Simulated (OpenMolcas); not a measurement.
## Ge3+: effect of the active space

```json
{"Program": "OpenMolcas 26.06", "Method": "SS-CASPT2 or its RAS form, IPEA 0.25 Eh, imaginary shift 0.1 Eh", "Basis": "ANO-RCC-VQZP", "Scalar Hamiltonian": "DKH2, point nucleus", "Spin-orbit coupling": "RASSI with atomic mean-field integrals over the reference wave functions, term energies averaged over their components"}
```

A. 1 electron in 4 orbitals (4s 4p); 2S+1 = 2 even, 1 root; 2S+1 = 2 odd, 3 roots; closed shells correlated: 3d; CASPT2 step roughly 1 core-seconds
B. 1 electron in 9 orbitals (RAS2 4s 4p; RAS3 4d, at most 1 electron); 2S+1 = 2 even, 1 root; 2S+1 = 2 odd, 3 roots; closed shells correlated: 3d; CASPT2 step of the order of 2 core-seconds

Energies in eV above 4s ²S_1/2, the measured ground level; measured values from Sugar and Musgrove, J. Phys. Chem. Ref. Data 22, 1213 (1993).

```tsv
Level	A	B	Measured
4s ²S_1/2	0.0000	0.0000	0.0000
4p ²P°_1/2	10.117	10.117	10.0813
4p ²P°_3/2	10.405	10.405	10.4274
```

Deviations, from unrounded energies. A percentage is the sum of absolute deviations over the sum of measured energies, with the sign that they share, or ± where signs differ.

| Against measurement | Levels | A | B |
| --- | --- | --- | --- |
| mean absolute deviation (cm-1) | 2 | 230 | 230 |
| other configurations (%) | 2 | ±0.3 | ±0.3 |

A, B lie about equally close to measurement. The largest miss of B in the table is 4p ²P°_1/2, by +290 cm-1. The ranking rests on the paired levels alone, and a cruder setting can come out closer through cancelling errors.

Between A and B no level of the table moves by more than 5 cm-1.

With one active electron, CASPT2 adds the correlation within the correlated inactive shells and between them and that electron, and leaves the splitting within a term as the reference gives it. With one active electron outside closed inactive shells, the extra shells (4d) add no correlation to the reference (holds for B). Measured partners are found by configuration, term and J. A level has none where our copy of the source lacks it or the pairing is in doubt (some pairs that miss far off the trend of their configuration count as doubtful), and it then counts in no deviation. Levels of configurations outside the active space are missing.

° marks odd parity.
